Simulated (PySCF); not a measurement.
From one molecule to another.

First species: C₅H₅FO₂.
InChI=1S/C5H5FO2/c1-7-4-2-5(6)8-3-4/h2-3H,1H3

Second species: C₂H₁₀OSSi₂.
Z-matrix (Å and degrees, GFN2-xTB geometry), rows numbered from 1:
```
C 
S   1  1.8188
Si  2  2.1490  1   99.84
C   3  1.8863  2  107.95  1  -164.29
O   3  1.6189  2  108.65  1   -43.12
Si  5  1.6242  3  160.75  2   -47.35
H   1  1.0847  2  106.91  3   178.31
H   1  1.0859  2  109.25  3    58.99
H   1  1.0855  2  109.71  3   -62.23
H   3  1.4591  2  109.23  1    68.78
H   4  1.0867  3  111.57  2    60.33
H   4  1.0851  3  110.48  2  -179.56
H   4  1.0847  3  110.90  2   -59.78
H   6  1.4586  5  105.04  3  -125.47
H   6  1.4631  5  105.20  3   114.83
H   6  1.4616  5  108.69  3    -4.86
```

Levels: PBE0/def2-SVPD for dipole moment, HOMO energy, LUMO energy, HOMO–LUMO gap, static isotropic polarisability and electronic spatial extent ⟨r²⟩ about the centre of nuclear charge; TDDFT PBE0/def2-SVPD for lowest singlet excitation; TDA PBE0/def2-SVPD for lowest triplet excitation (Tamm–Dancoff); GFN2-xTB for rotational constant A and rotational constant C. Geometries: GFN2-xTB. Each species is one conformer at its optimised geometry, gas phase, non-relativistic unless stated. Electronic properties by PySCF.

Dipoles, sizes and rotational constants follow the conformer. The torsions of the flexible species, by atom-mapped SMILES:
- `[CH3:1][O:2][c:3]1[cH:4][o:5][c:6]([F:7])[cH:8]1`: C1–O2–C3–C4 180°
- `[CH3:1][S:2][Si@@H:3]([CH3:4])[O:5][SiH3:6]`: C1–S2–Si3–C4 -164°, S2–Si3–O5–Si6 -47°

**Question.** Which of the two has the higher T1 energy, and by how much?

**Answer.** The second: 5.15 eV against 3.81 eV, a difference of 1.34 eV.

**Question.** Which has the higher HOMO–LUMO gap?

**Answer.** The second: 6.72 eV against 6.48 eV, a difference of 0.24 eV.

**Question.** Which has the higher LUMO energy?

**Answer.** The first: 0.25 eV against -0.05 eV, a difference of 0.30 eV.

**Question.** Which of the two has the higher S1 energy, and by how much?

**Answer.** The first: 5.78 eV against 5.54 eV, a difference of 0.24 eV.

**Question.** Which has the higher static isotropic polarisability?

**Answer.** The second: 99.6 au against 64.3 au, a difference of 35.3 au.

**Question.** Which has the higher rotational constant C?

**Answer.** The first: 1.089 GHz against 0.919 GHz, a difference of 0.170 GHz.

**Question.** Which of the two has the higher rotational constant A, and by how much?

**Answer.** The first: 5.357 GHz against 2.107 GHz, a difference of 3.250 GHz.

**Question.** Which has the higher ⟨r²⟩?

**Answer.** The second: 1327 bohr² against 994 bohr², a difference of 333 bohr².

On the first: The polarisability is 9.53 Å³ as a volume (1 au = 0.148185 Å³), or 1.07 au for each of the 60 electrons. The vertical singlet–triplet gap S1 − T1 is 1.97 eV (TDDFT singlet less Tamm–Dancoff triplet; S1: HOMO→LUMO+1, weight 0.91; T1: HOMO→LUMO, weight 0.93).

On the second: The 8 singlets span 5.54 to 7.17 eV, and their oscillator strengths add up to 0.11. The dipole matches unit charges of opposite sign 0.25 Å apart (1 e·Å = 4.8032 D).
